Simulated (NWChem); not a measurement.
System: C3H2F3, doublet; SMILES C=C(F)[C](F)F

Input file for NWChem:

```
start job
memory heap 200 mb stack 900 mb global 1100 mb
geometry units angstroms noautosym nocenter noautoz
  C     -1.256358    -1.429321     0.000000
  C     -0.077357    -0.722732     0.000000
  F      1.089007    -1.372278     0.000000
  C      0.036625     0.659414     0.000000
  F     -1.005749     1.450119     0.000000
  F      1.174307     1.297397     0.000000
  H     -2.212669    -0.908770     0.000000
  H     -1.227731    -2.518479     0.000000
end
basis spherical
  C library def2-svp
  F library def2-svp
  H library def2-svp
end
dft
  odft
  mult 2
  xc b3lyp
  iterations 150
end
property
  hyperfine
end
task dft property
```

Parts of the log:

```
             Northwest Computational Chemistry Package (NWChem) 7.3.0
             --------------------------------------------------------

                             Geometry "geometry" -> ""
                             -------------------------

 Output coordinates in angstroms (scale by  1.889725989 to convert to a.u.)

  No.       Tag          Charge          X              Y              Z
 ---- ---------------- ---------- -------------- -------------- --------------
    1 C                    6.0000    -1.25635800    -1.42932100     0.00000000
    2 C                    6.0000    -0.07735700    -0.72273200     0.00000000
    3 F                    9.0000     1.08900700    -1.37227800     0.00000000
    4 C                    6.0000     0.03662500     0.65941400     0.00000000
    5 F                    9.0000    -1.00574900     1.45011900     0.00000000
    6 F                    9.0000     1.17430700     1.29739700     0.00000000
    7 H                    1.0000    -2.21266900    -0.90877000     0.00000000
    8 H                    1.0000    -1.22773100    -2.51847900     0.00000000

 Effective nuclear repulsion energy (a.u.)     234.5252102794

                              NWChem Property Module
                              ----------------------

  itol2e modified to match energy
  convergence criterion.

                                 NWChem DFT Module
                                 -----------------

 Summary of "ao basis" -> "ao basis" (spherical)
 ------------------------------------------------------------------------------
       Tag                 Description            Shells   Functions and Types
 ---------------- ------------------------------  ------  ---------------------
 C                          def2-svp                 6       14   3s2p1d
 F                          def2-svp                 6       14   3s2p1d
 H                          def2-svp                 3        5   2s1p

  itol2e modified to match energy
  convergence criterion.

[...]

          ----------------------
          Hyperfine Interactions
          ----------------------

 Total Spin Density (Fermi Contact Term)
 ------------------ --------------------
     Atom            x         y         z       Density (a.u.)      Aiso(MHz)     Aiso(Gauss)
     1  13-C     -2.37417  -2.70103   0.00000       0.108319        121.771292      43.450952
     2  13-C     -0.14618  -1.36577   0.00000      -0.080429        -90.417970     -32.263325
     3  19-F      2.05792  -2.59323   0.00000      -0.015001        -63.116220     -22.521399
     4  13-C      0.06921   1.24611   0.00000       0.126877        142.633746      50.895181
     5  19-F     -1.90059   2.74033   0.00000       0.045620        191.941229      68.489288
     6  19-F      2.21912   2.45172   0.00000       0.051914        218.423888      77.938943
     7   1-H     -4.18134  -1.71733   0.00000      -0.008292        -37.062349     -13.224745
     8   1-H     -2.32008  -4.75924   0.00000      -0.008827        -39.455327     -14.078618

           -------------------------------------------
           Anisotropic Interaction (Spin-Dipolar Term)
           -------------------------------------------

 ------------------------------------------------------------
     Atom            x         y         z
 ------------------------------------------------------------
     1  13-C     -2.37417  -2.70103   0.00000

   Spin-Dipolar term (a.u.)
        xx             yy             zz             xy             xz             yz
 ------------------------------------------------------------------------------------------
      -0.340959      -0.327707       0.668666      -0.001721      -0.000000       0.000000

   Principal Comp. of -hf- tensor (au)            Anisotropic -hfcc- (MHz)               Anisotropic -hfcc- (Gauss)
 --------------------------------------------------------------------------------------------------------------------------
     -0.341179    -0.327487     0.668666     -45.782928   -43.945646    89.728574     -16.336460   -15.680873    32.017332

   Orientation of the principal axis of Hyperfine Tensor w.r.t absolute (molecular) frame
 --------------------------------------------------------------------------------------------------------------------------
      0.991939    -0.126720    -0.000000
      0.126720     0.991939     0.000000
      0.000000    -0.000000     1.000000

 ------------------------------------------------------------
     Atom            x         y         z
 ------------------------------------------------------------
     2  13-C     -0.14618  -1.36577   0.00000

   Spin-Dipolar term (a.u.)
        xx             yy             zz             xy             xz             yz
 ------------------------------------------------------------------------------------------
       0.096819       0.106052      -0.202871       0.015834       0.000000       0.000000

   Principal Comp. of -hf- tensor (au)            Anisotropic -hfcc- (MHz)               Anisotropic -hfcc- (Gauss)
 --------------------------------------------------------------------------------------------------------------------------
      0.084942     0.117929    -0.202871      11.398416    15.824879   -27.223295       4.067231     5.646701    -9.713932

[...]
```

Level: B3LYP/def2-SVP, spin-unrestricted, contact and dipolar terms. In the optimisation the excess spin sits in a" (Cs, its own frame). The geometry was optimised at PBE0/def2-SVP, spin-unrestricted. No stability test was run on the SCF state.
